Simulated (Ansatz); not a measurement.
`BC#C[O][AlH2]` and `BC#CBO` differ in one atom or group.

Ansatz, PBE0-D4/def2-TZVP geometries, multiplicity 1. Each molecule was computed in one conformer, which needn't be the lowest.

```tsv
property	`BC#C[O][AlH2]`
LUMO energy (ωB97M-V/def2-TZVPP) / eV	-0.39
size of the dipole moment (PBE/def2-TZVPP) / D	4.08
zero-point energy (PBE0-D4/def2-TZVP) / kJ/mol	125.5
HOMO energy (ωB97M-V/def2-TZVPP) / eV	-9.08
HOMO energy (B3LYP/def2-TZVPP) / eV	-6.67
LUMO energy (PBE/def2-TZVPP) / eV	-2.90
```

What does the change do to each property? (Best estimate.)

Ansatz gave: 
```tsv
property	`BC#CBO`	shift
LUMO energy (ωB97M-V/def2-TZVPP) / eV	-0.36	0.03
size of the dipole moment (PBE/def2-TZVPP) / D	1.98	-2.10
zero-point energy (PBE0-D4/def2-TZVP) / kJ/mol	153.2	27.7
HOMO energy (ωB97M-V/def2-TZVPP) / eV	-10.29	-1.21
HOMO energy (B3LYP/def2-TZVPP) / eV	-7.89	-1.22
LUMO energy (PBE/def2-TZVPP) / eV	-3.31	-0.41
```

With PBE0 the HOMO falls by 1.25 eV and the LUMO falls by 0.30 eV, so the gap widens by about 0.95 eV. PBE moves the HOMO by -1.26 eV and ωB97M-V by -1.21 eV. Dipoles are sizes alone; their direction can turn.

B3LYP here is the variant with VWN-RPA as its local correlation; programs differ in this.
